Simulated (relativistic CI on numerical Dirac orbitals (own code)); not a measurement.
# Sc²⁺ in a cubic cluster: 3p photoemission with charge transfer

Computed with a charge-transfer multiplet model of a cubic metal-ligand cluster with up to 2 ligand holes, Slater and spin-orbit integrals from Dirac-Coulomb-Breit ions, Slater integrals scaled by 0.7. The ground state mixes d1 with configurations of k ligand holes L, whose averages lie at kΔ + k(k − 1)U_dd/2; a core hole lowers each added d electron by U_cd. 300 K, Lorentzian 0.9 eV and Gaussian 0.8 eV FWHM.

Atomic integrals in eV (Slater integrals scaled, ζ unscaled), ground: F2dd 4.121, F4dd 2.525, zeta_d 0.008; with the core hole: F2dd 4.121, F4dd 2.525, zeta_d 0.012, zeta_core 0.340, F2cd 6.767, G1cd 8.453, G3cd 5.135. Where a configuration has fewer than two d electrons, the dd integrals are those of d2.

Cluster parameters (eV): Δ = 6.7, U_dd = 5.5, 10Dq = 0.85, 10Dq(ligand) = 1.3, V(eg) = 1.95, V(t2g) = -1.06, final-state hopping factor = 1.

```
         Case   n_d    d1   d2L  d3L2     S
U_cd = 5.1 eV  1.30  0.72  0.26  0.02  0.50
U_cd = 6.9 eV  1.30  0.72  0.26  0.02  0.50
U_cd = 8.1 eV  1.30  0.72  0.26  0.02  0.50
```

Weights, n_d and S are thermal averages at 300 K. Binding energies count from the first peak over 30 % of the highest in each spectrum, which can be another peak from case to case. The parameters are a model scan and need not match a compound or its usual spin state. Peaks in eV (height, largest 100):
- U_cd = 5.1 eV: 0.0 (100), 1.5 (88), 7.9 (18), 9.8 (22)
- U_cd = 6.9 eV: 0.0 (100), 1.5 (86), 8.5 (34), 9.8 (38)
- U_cd = 8.1 eV: 0.0 (100), 1.4 (85), 9.8 (49)

For the case U_cd = 6.9 eV, Δ = 6.7 eV is larger than U_dd = 5.5 eV, the Mott-Hubbard side of the Zaanen-Sawatzky-Allen scheme. With the core hole the configuration with one ligand hole lies at Δ − U_cd = 1.6, -0.2, -1.4 eV from the one without, in the order of the table; where this is negative the screened configuration lies lower, though the effective hopping of about 4.5 eV (from the holes of the mixed ground state) mixes the two strongly wherever it is as large as the gap.
